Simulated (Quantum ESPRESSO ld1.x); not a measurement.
Values are calculated unless marked as measured or tabulated.
All-electron atom: Mn II in [Ar] 3d5 4p1 (not the ground configuration). Level of theory: scalar-relativistic Kohn-Sham, LDA (Slater exchange, Perdew-Zunger correlation), spin-polarised, spherical densities, point nucleus; open shells are filled with parallel spins first (ld1.x of Quantum ESPRESSO 7.5). Some entries of the table are withheld. Estimate them.

orbital  occ.  eigenvalue (hartree)  <1/r> (bohr^-1)  <r> (bohr)
1s up       1              -236.051            24.88     0.06101
1s down     1              -236.049            24.88     0.06101
2s up       1              -27.6214            5.287      0.2804
2s down     1              -27.5395            5.297      0.2799
2p up       3              -23.4815            5.194      0.2477
2p down     3              -23.4176            5.203      0.2471
3s up       1              -3.54480            1.662      0.8529
3s down     1              -3.36371            1.654      0.8562
3p up       3              -2.40786            1.525      0.9039
3p down     3              -2.23051            1.515      0.9098
3d up       5                   (1)            1.159       1.158
3d down     0                   (2)            1.122       1.219
4p up       1              -0.31620           0.3858         (3)
4p down     0              -0.24143           0.3462         (4)

Answer. 
(1) 3d up eigenvalue (hartree): -0.65370
(2) 3d down eigenvalue (hartree): -0.48851
(3) 4p up <r> (bohr): 3.343
(4) 4p down <r> (bohr): 3.719
